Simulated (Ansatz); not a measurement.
Computed with Ansatz on PBE0-D4/def2-TZVP structures; ΔE is electronic, products minus reactants. CBS: MP2 limit from def2 TZ/QZ plus the TZ coupled-cluster correction, frozen cores. DFT in def2-TZVPP. For Br, Zn outer-core shells are correlated without core-valence functions, which leaves a few kJ/mol of doubt a bond. Scalar relativity is left out up to krypton. Each species was taken in one conformer, which may not be the lowest.

`C[Si](O)(F)Cl` + `[Cl][Zn][Br]` → `O[Si](F)(Cl)Cl` + `[CH3][Zn][Br]`  (redistribution)

Question: Is it downhill or uphill in electronic energy at CCSD(T)/CBS, and by how much? (Estimate.)

Answer: The calculation gave: Uphill: ΔE = +59.3 kJ/mol.

Question: What do these levels give: r2SCANh-D4, r2SCAN0-D4, MP2/def2-SVP, CCSD(T)/def2-TZVPP, SCS-MP2/def2-QZVPP, CCSD/CBS(def2)? (Best estimate.)

Answer: Ansatz gave: r2SCANh-D4 53.8, r2SCAN0-D4 57.5, MP2/def2-SVP 54.3, CCSD(T)/def2-TZVPP 52.9, SCS-MP2/def2-QZVPP 55.7, CCSD/CBS(def2) 63.7 kJ/mol.

Largest T1 diagnostic among the species: 0.011.

From r2SCAN to r2SCAN0 (25 % exact exchange), in def2-TZVPP and without D4, ΔE moves by +6.3 kJ/mol. Leaving LDA and LC-ωPBE aside and taking each functional with its dispersion term where it has one, the values, not all of them listed here, spread over 18.4 kJ/mol, from PBE-D4 to BHLYP-D4. LDA lies −3.9 kJ/mol from PBE without D4. In def2-TZVPP, CCSD(T) changes the Hartree–Fock value by −30.3 kJ/mol (the triples alone add −4.4 kJ/mol) and MP2 by −37.3 kJ/mol.
